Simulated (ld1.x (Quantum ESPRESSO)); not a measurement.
# Reading a pseudo-wave (molybdenum (Mo))

Columns: radius, all-electron u(r) and pseudo u(r) of the 5p shell (level -1.01 eV) of molybdenum in the configuration [Kr] 4d5 5s1 5p0; PBEsol, scalar-relativistic, RRKJ scheme, ld1.x (Quantum ESPRESSO) 7.5.

```json
{"r (bohr)": "0.175", "all-electron": "-0.0187", "pseudo": "-0.0001"}
{"r (bohr)": "0.350", "all-electron": "-0.0985", "pseudo": "-0.0008"}
{"r (bohr)": "0.525", "all-electron": "0.0098", "pseudo": "-0.0031"}
{"r (bohr)": "0.700", "all-electron": "0.1219", "pseudo": "-0.0083"}
{"r (bohr)": "0.875", "all-electron": "0.1731", "pseudo": "-0.0178"}
{"r (bohr)": "1.050", "all-electron": "0.1665", "pseudo": "-0.0330"}
{"r (bohr)": "1.225", "all-electron": "0.1220", "pseudo": "-0.0547"}
{"r (bohr)": "1.400", "all-electron": "0.0581", "pseudo": "-0.0829"}
{"r (bohr)": "1.575", "all-electron": "-0.0126", "pseudo": "-0.1170"}
{"r (bohr)": "1.750", "all-electron": "-0.0826", "pseudo": "-0.1555"}
{"r (bohr)": "1.925", "all-electron": "-0.1479", "pseudo": "-0.1967"}
{"r (bohr)": "2.100", "all-electron": "-0.2066", "pseudo": "-0.2384"}
{"r (bohr)": "2.275", "all-electron": "-0.2583", "pseudo": "-0.2786"}
{"r (bohr)": "2.450", "all-electron": "-0.3029", "pseudo": "-0.3158"}
{"r (bohr)": "2.625", "all-electron": "-0.3407", "pseudo": "-0.3488"}
{"r (bohr)": "2.800", "all-electron": "-0.3723", "pseudo": "-0.3770"}
{"r (bohr)": "2.975", "all-electron": "-0.3981", "pseudo": "-0.4005"}
{"r (bohr)": "3.150", "all-electron": "-0.4187", "pseudo": "-0.4196"}
{"r (bohr)": "3.325", "all-electron": "-0.4346", "pseudo": "-0.4348"}
{"r (bohr)": "3.500", "all-electron": "-0.4463", "pseudo": "-0.4463"}
{"r (bohr)": "3.675", "all-electron": "-0.4543", "pseudo": "-0.4543"}
{"r (bohr)": "3.850", "all-electron": "-0.4589", "pseudo": "-0.4589"}
{"r (bohr)": "4.025", "all-electron": "-0.4606", "pseudo": "-0.4606"}
{"r (bohr)": "4.200", "all-electron": "-0.4598", "pseudo": "-0.4598"}
{"r (bohr)": "4.375", "all-electron": "-0.4568", "pseudo": "-0.4568"}
{"r (bohr)": "4.550", "all-electron": "-0.4519", "pseudo": "-0.4519"}
```

Question: How many radial nodes do the two functions have?

Answer: The all-electron 5p function has n − l − 1 = 3 (the table is too coarse to show those close to the nucleus); the pseudo-wave has 0, since the states of the same l below it are removed with the core.

Question: At about which radius was the pseudo-wave matched?

Answer: 3.50 bohr, where the columns begin to agree (steps of 0.17 bohr).

Question: Where does each function peak?

Answer: Outermost all-electron maximum near 4.03 bohr, pseudo maximum near 4.03 bohr (to the table’s step).

Question: Is the pseudo-wave norm-conserving?

Answer: Yes: the RRKJ scheme keeps the norm inside the radius equal to the all-electron one, which fixes the energy derivative of the logarithmic derivative at the level.
